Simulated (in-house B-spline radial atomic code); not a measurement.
**Ionising Ti⁵⁺ with different functionals**

Computed with a B-spline radial code for spherical atoms: scalar-relativistic (spin-free X2C) Hamiltonian, Fermi nucleus of rms radius 3.5921 fm, spin-polarised at highest spin, spherical fractional occupations for the functionals, the average over the highest-spin determinants for Hartree-Fock. The ionisation energy is the difference of two self-consistent energies, [Ne] 3s2 3p5 → [Ne] 3s2 3p4, without Breit or QED terms; ε is the level of the shell that loses the electron (its least bound occupied spin orbital).

Hybrids are left out here: with spherical fractional occupations of an open shell their exact exchange keeps a self-interaction that integer-occupation calculations don't have.

| method | rung | ΔSCF (eV) | -ε(3p) (eV) |
| --- | --- | --- | --- |
| Hartree-Fock | Hartree-Fock | 118.08 | 119.02 |
| LDA VWN5 | LDA | 119.81 | 109.48 |
| LDA PW92 | LDA | 119.81 | 109.48 |
| LDA exchange-only | LDA | 117.66 | 107.45 |
| PBE | GGA | 119.64 | 109.39 |
| PBEsol | GGA | 119.56 | 109.29 |
| BLYP | GGA | 119.49 | 109.22 |
| RPBE | GGA | 119.60 | 109.36 |
| PW91 | GGA | 119.78 | 109.51 |
| BP86 | GGA | 119.79 | 109.50 |
| AM05 | GGA | 119.57 | 109.29 |
| OLYP | GGA | 119.77 | 109.60 |
| TPSS | meta-GGA | 119.75 | 109.57 |
| SCAN | meta-GGA | 119.88 | 109.91 |
| r2SCAN | meta-GGA | 119.81 | 109.85 |
| revTPSS | meta-GGA | 119.64 | 109.48 |

**Question.** How do they compare with the NIST value?

**Answer.** NIST lists 119.53 eV ± 0.025 (semi-empirical, ground level to ground level). Errors run from -1.88 to +0.35 eV; PBEsol is closest (+0.02 eV), though others lie within the uncertainty of it, and part of that can be cancellation, since the calculations leave out spin-orbit coupling, Breit-QED terms, multiplet and fine-structure energies. Hartree-Fock also lacks correlation.
